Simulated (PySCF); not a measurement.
A structure optimised at PBE-D3(BJ)/def2-SVP, used in a PySCF frequency run:

```
C
C 1 1.3492
H 2 1.0981 1 122.50
C 1 1.4923 2 128.63 3 180.00
H 4 1.1059 1 110.63 2 0.00
H 4 1.1096 5 109.12 1 -121.63
H 4 1.1096 5 109.12 6 -116.74
Cl 1 1.7577 2 116.74 3 0.00
Br 2 1.8911 3 114.00 1 180.00
```
Charge 0, spin multiplicity 1.

Task: Write its SMILES, formula and point group.

Result: C/C(Cl)=C\Br, C3H4BrCl, Cs

Task: What are its rotational constants (standard atomic weights)?

Result: 7.4835, 0.93774, 0.83776 GHz
